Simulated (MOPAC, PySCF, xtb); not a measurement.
Breaking a bond: Cl₂ (anion, charge -1), doublet.

Methods: UHF/aug-cc-pVDZ (PySCF); UHF/STO-3G = unrestricted Hartree-Fock/STO-3G run with PySCF; GFN1-xTB (xtb); UKS-B3LYP = unrestricted B3LYP/aug-cc-pVDZ (PySCF 2.14.0); PM3, unrestricted, heats of formation (MOPAC).

Energies are in kJ/mol, each relative to the lowest point of its own curve near equilibrium.

```tsv
R / Å	UHF	UHF/STO-3G	GFN1-xTB	UKS-B3LYP	PM3
1.96	249.4	308.1	228.9	230.8	104.3
2.13	114.0	116.9	101.1	110.0	24.6
2.25	58.0	48.1	47.2	58.9	2.9
2.38	22.9	11.5	14.7	25.7	0.0
2.46	10.6	2.1	4.8	13.5	5.1
2.57	1.9	0.0	0.0	4.0	17.2
2.64	0.0	3.2	0.6	1.0	26.8
2.70	0.1	7.9	2.5	0.0	35.4
2.78	2.0	16.1	6.3	0.2	47.2
2.88	6.5	28.3	12.0	2.2	61.5
3.03	15.1	48.2	20.6	7.3	80.5
3.31	26.5	83.1	33.0	18.9	106.1
3.56	33.3	107.1	38.6	28.2	119.2
3.98	40.8	131.7	38.5	38.6	129.7
4.31	44.6	141.3	34.8	42.9	133.4
4.78	48.2	147.4	28.9	45.0	136.1
5.27	50.6	150.0	23.5	44.6	137.5
5.78	52.2	151.2	18.7	42.9	138.3
6.44	53.6	152.1	13.4	39.9	139.0
7.06	54.5	152.6	9.2	37.1	139.5
7.88	55.2	154.7	4.6	33.7	139.9
```

At the longest distance, 7.88 Å, UHF/STO-3G lies highest above its minimum (154.7 kJ/mol) and GFN1-xTB lowest (4.6 kJ/mol).

The GFN1-xTB curve passes through a maximum at 3.56 Å and then falls by 34.0 kJ/mol up to the last usable point.

Where the anion isn't bound against loss of the electron, the finite basis alone holds it. At the longest distance UKS-B3LYP leaves fractional charges on the fragments, a sign of delocalisation error or of the restricted form.
